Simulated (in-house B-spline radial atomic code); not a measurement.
Inner levels of osmium as electrons are removed. A shift is the extra binding of the orbital against the neutral atom ([Xe] 4f14 5d6 6s2). The density at the nucleus is averaged over the nuclear charge. Computed with a B-spline radial code for spherical atoms: Dirac-Hartree-Fock, average of the configuration, finite nuclei.

| ion | configuration | shift of 1s1/2 (eV) | radius of 1s1/2 (bohr) | Σ<r²> (bohr²) | change of density at nucleus (bohr⁻³) |
| --- | --- | --- | --- | --- | --- |
| Os54+ | [Ar] 3d4 | 3599.07 | 0.017732 | 0.47771 | -5522.12 |
| Os55+ | [Ar] 3d3 | 3781.75 | 0.017732 | 0.44222 | -4717.43 |
| Os56+ | [Ar] 3d2 | 3966.86 | 0.017732 | 0.40773 | -3897.59 |
| Os57+ | [Ar] 3d1 | 4154.4 | 0.017733 | 0.3742 | -3062.5 |
| Os58+ | [Ne] 3s2 3p6 | 4344.36 | 0.017733 | 0.34161 | -2212.16 |
| Os59+ | [Ne] 3s2 3p5 | 4544.31 | 0.01773 | 0.30234 | -1789.85 |
| Os60+ | [Ne] 3s2 3p4 | 4746.27 | 0.017728 | 0.2638 | -1366.94 |
| Os61+ | [Ne] 3s2 3p3 | 4950.25 | 0.017726 | 0.22599 | -943.57 |
| Os62+ | [Ne] 3s2 3p2 | 5156.23 | 0.017723 | 0.18888 | -519.89 |
| Os63+ | [Ne] 3s2 3p1 | 5364.23 | 0.017721 | 0.15245 | -96.09 |
| Os64+ | [Ne] 3s2 | 5574.24 | 0.017719 | 0.1167 | 327.69 |
| Os65+ | [Ne] 3s1 | 5777.1 | 0.017718 | 0.080581 | -24753.7 |
| Os66+ | [He] 2s2 2p6 | 5981.64 | 0.017716 | 0.045019 | -50314 |
| Os67+ | [He] 2s2 2p5 | 6470.89 | 0.017705 | 0.039327 | -49590.6 |
| Os68+ | [He] 2s2 2p4 | 6965.14 | 0.017694 | 0.033776 | -48886.5 |
| Os69+ | [He] 2s2 2p3 | 7464.37 | 0.017683 | 0.028362 | -48202.9 |
| Os70+ | [He] 2s2 2p2 | 7968.6 | 0.017672 | 0.023082 | -47540.8 |
| Os71+ | [He] 2s2 2p1 | 8477.82 | 0.01766 | 0.017932 | -46901.6 |
| Os72+ | [He] 2s2 | 8992.04 | 0.017648 | 0.012908 | -46286.2 |
| Os73+ | [He] 2s1 | 9459.46 | 0.017647 | 0.0068312 | -145663 |
| Os74+ | 1s2 | 9930.33 | 0.017639 | 0.00085616 | -246891 |
| Os75+ | 1s1 | 11399.3 | 0.017537 | 0.00042291 | -881554 |
